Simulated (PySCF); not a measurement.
Ligands exchanged one at a time, Sn Br-OCH3. Gas-phase values, no solvent. One relaxed conformer stands for each flexible species; it need not be the lowest. Strings in code marks are SMILES.

The HOMO from two functionals at the same geometries (CAM-B3LYP-D3(BJ)/def2-SVP), both in PySCF: PBE-D3(BJ)/def2-TZVP and TPSSh-D3(BJ)/def2-TZVP. 

```csv
species,PBE-D3(BJ)/def2-TZVP (eV)
0 of 4 Br replaced by OCH3 (`[Br][Sn]([Br])([Br])[Br]`),-7.61
1 of 4 Br replaced by OCH3 (`C[O][Sn]([Br])([Br])[Br]` (C–O–Sn–Br torsion 61°)),-6.95
3 of 4 Br replaced by OCH3 (`C[O][Sn]([Br])([O]C)[O]C`),-6.53
4 of 4 Br replaced by OCH3 (`C[O][Sn]([O]C)([O]C)[O]C`),-6.34
```

Problem. What does TPSSh-D3(BJ)/def2-TZVP give for each?

Solution. 
- 0 of 4 Br replaced by OCH3 (`[Br][Sn]([Br])([Br])[Br]`): -8.26
- 1 of 4 Br replaced by OCH3 (`C[O][Sn]([Br])([Br])[Br]` (C–O–Sn–Br torsion 61°)): -7.71
- 3 of 4 Br replaced by OCH3 (`C[O][Sn]([Br])([O]C)[O]C`): -7.27
- 4 of 4 Br replaced by OCH3 (`C[O][Sn]([O]C)([O]C)[O]C`): -7.08
Over these rows, drawn at random from the members with no instability flagged (it was tested for open shells, ions and some series alone), PBE minus TPSSh-D3(BJ): mean +0.72 eV, from +0.64 eV to +0.76 eV.
